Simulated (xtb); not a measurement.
H4HfO4 (SMILES [OH][Hf]([OH])([OH])[OH]), singlet, at a GFN2-xTB geometry (such geometries of metal compounds can be far from the true shape); GFN0-xTB in xtb 6.7.1.

Here is a job for xtb.
```
$ xtb mol.xyz --gfn 0 --json

# file mol.xyz
9

Hf    -0.00000000    -0.00000000    -0.00000000
O      1.79081072    -0.22160625    -0.50114263
H      2.00040917     0.32543936    -1.26752251
O      0.09737753     0.18678386     1.86088304
H      1.01629506     0.22252876     2.15215851
O     -0.59378873     1.36890887    -1.13170657
H     -1.45429680     1.15011577    -1.50877946
O     -1.29439952    -1.33408649    -0.22803385
H     -1.56240743    -1.69808389     0.62414347
```

The log (banner, timings and long lists left out):

```
   ID    Z sym.   atoms
    1   72 Hf     1
    2    8 O      2, 4, 6, 8
    3    1 H      3, 5, 7, 9

           -------------------------------------------------
          |                Calculation Setup                |
           -------------------------------------------------

molecular fragmentation (1/2 indicates fragments):
111111122
# atoms in fragment 1/2:     7     2
 fragment masses (1/2) :      229.51       17.01
CMA distance (Bohr)    :   3.844
constraining FC (au)   :  0.0500

           -------------------------------------------------
          |                 G F N 0 - x T B                 |
           -------------------------------------------------

          ...................................................
          :                      SETUP                      :
          :.................................................:
          :  # basis functions                  34          :
          :  # atomic orbitals                  33          :
          :  # shells                           19          :
          :  # electrons                        32          :
          :  electronic temp.          300.0000000     K    :
          :  accuracy                    1.0000000          :
          :  -> integral cutoff          0.2500000E+02      :
          :  -> integral neglect         0.1000000E-07      :
          ...................................................

         :::::::::::::::::::::::::::::::::::::::::::::::::::::
         ::                     SUMMARY                     ::
         :::::::::::::::::::::::::::::::::::::::::::::::::::::
         :: total energy             -16.958922337877 Eh    ::
         :: gradient norm              0.026985162941 Eh/a0 ::
         :: HOMO-LUMO gap              4.084953636851 eV    ::
         ::.................................................::
         :: H0 energy                -16.768235578931 Eh    ::
         :: repulsion energy           0.100909815468 Eh    ::
         :: electrostat energy        -0.289681623565 Eh    ::
         :: -> Gsolv                   0.000000000000 Eh    ::
         ::    -> Gsasa                0.000000000000 Eh    ::
         ::    -> Gshift               0.000000000000 Eh    ::
         :: dispersion energy         -0.001914950848 Eh    ::
         :: short-range corr.          0.000000000000 Eh    ::
         :: add. restraining           0.000000000000 Eh    ::
[...]
       ...                                ...                  ...
        33                          0.7643784              20.7998
      -------------------------------------------------------------
                  HL-Gap            0.1501193 Eh            4.0850 eV
             Fermi-level            0.0000000 Eh            0.0000 eV

     #   Z          covCN         q      C6AA      α(0)
     1  72 Hf       3.680     1.380   198.895    28.306
     2   8 O        1.503    -0.751    29.029     7.278
     3   1 H        1.026     0.406     0.464     1.064
     4   8 O        1.503    -0.751    29.029     7.278
     5   1 H        1.026     0.406     0.464     1.064
     6   8 O        1.503    -0.751    29.029     7.278
     7   1 H        1.026     0.406     0.464     1.064
     8   8 O        1.503    -0.751    29.029     7.278
     9   1 H        1.026     0.406     0.464     1.064

 Mol. C6AA /au·bohr⁶  :       1429.759457
 Mol. C8AA /au·bohr⁸  :      91472.661393
 Mol. α(0) /au        :         61.673686

Wiberg/Mayer (AO) data.
largest (>0.10) Wiberg bond orders for each atom

 ---------------------------------------------------------------------------
     #   Z sym  total        # sym  WBO       # sym  WBO       # sym  WBO
 ---------------------------------------------------------------------------
     1  72 Hf   2.822 --     4 O    0.678     2 O    0.678     8 O    0.678
                             6 O    0.678
     2   8 O    1.674 --     3 H    0.943     1 Hf   0.678
     3   1 H    0.983 --     2 O    0.943
     4   8 O    1.674 --     5 H    0.943     1 Hf   0.678
     5   1 H    0.983 --     4 O    0.943
     6   8 O    1.674 --     7 H    0.943     1 Hf   0.678
     7   1 H    0.983 --     6 O    0.943
     8   8 O    1.674 --     9 H    0.943     1 Hf   0.678
     9   1 H    0.983 --     8 O    0.943
 ---------------------------------------------------------------------------

Topologies differ in total number of bonds
Writing topology from bond orders to xtbtopo.mol

 dipole moment from electron density (au)
     X       Y       Z
   0.0000   0.0000   0.0000  total (Debye):    0.000

           -------------------------------------------------
          | TOTAL ENERGY              -16.958922337877 Eh   |
          | GRADIENT NORM               0.026985162941 Eh/α |
          | HOMO-LUMO GAP               4.084953636851 eV   |
           -------------------------------------------------

normal termination of xtb
```
